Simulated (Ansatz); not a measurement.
Ansatz (an electronic-structure program) input:

Ansatz 0.2 input:
```yaml
crystal:
  periodic: [false, false, false]
  atoms:
    - {symbol: O, position_ang: [2.54337867, -0.20297214, -0.22127023]}
    - {symbol: C, position_ang: [1.48526247, -0.19671782, 0.35406590]}
    - {symbol: C, position_ang: [0.22251529, 0.30545071, -0.21721732]}
    - {symbol: C, position_ang: [-0.80071793, 0.97960813, 0.70474372]}
    - {symbol: C, position_ang: [-1.07115216, -0.36433907, 0.17244047]}
    - {symbol: F, position_ang: [-2.01079431, -0.49614349, -0.81379430]}
    - {symbol: H, position_ang: [1.40286716, -0.58506376, 1.39420051]}
    - {symbol: H, position_ang: [0.27990607, 0.67478841, -1.23219863]}
    - {symbol: H, position_ang: [-1.34242310, 1.80856646, 0.27250203]}
    - {symbol: H, position_ang: [-0.55526505, 1.07742978, 1.75418328]}
    - {symbol: H, position_ang: [-1.05041173, -1.23066387, 0.82142672]}
basis:
  gaussian:
    orbitals: def2-TZVP
hamiltonian:
  xc: b3lyp
  dispersion: d3bj
phonons: {temperatures: {t_min: 298.15, t_max: 298.15, t_step: 100}}
```

Question: Which total energy does the run end on?

Answer: -330.59993 Eh (B3LYP-D3(BJ)/def2-TZVP). The basis has 216 functions. The run takes around 6 core-minutes (rough).
